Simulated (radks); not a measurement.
The nuclear charge of neutral gold is varied continuously with 79 electrons held in [Xe] 4f14 5d10 6s1. Calculated with a radial shooting solver on a logarithmic mesh with Libxc functionals: scalar-relativistic Kohn-Sham, r2SCAN, spin-polarised, spherical densities, finite nucleus; open shells are filled with parallel spins first (spin-orbit coupling, left out, can overturn this in heavy ions); meta-GGA in the generalised Kohn-Sham scheme; Fermi nuclear charge, rms radius 5.4371 fm. By the Hellmann-Feynman theorem dE/dZ = E(electron-nucleus)/Z, the electronic potential at the nucleus (averaged over a nucleus of fixed radius). The scalar-relativistic energy here is not variational (the density holds large components alone), so the two differ by a part that grows with Z.

| Z | E (hartree) | E(electron-nucleus)/Z (hartree) | HOMO | e(HOMO) (eV) | <r> HOMO (bohr) |
|---|---|---|---|---|---|
| 78.75 | -18859.1731 | -595.699 | 5d | -4.252 | 1.636 |
| 79 | -19009.8029 | -598.661 | 6s | -6.375 | 2.813 |
| 79.25 | -19161.1897 | -601.624 | 6s | -8.457 | 2.715 |
| 79.5 | -19313.3343 | -604.590 | 6s | -10.661 | 2.628 |
| 79.75 | -19466.2375 | -607.559 | 6s | -12.979 | 2.551 |
| 80 | -19619.9004 | -610.532 | 6s | -15.405 | 2.481 |

The central difference of E at Z = 79 is -604.033 hartree, to compare with the third column; the second derivative is -12.1 hartree.
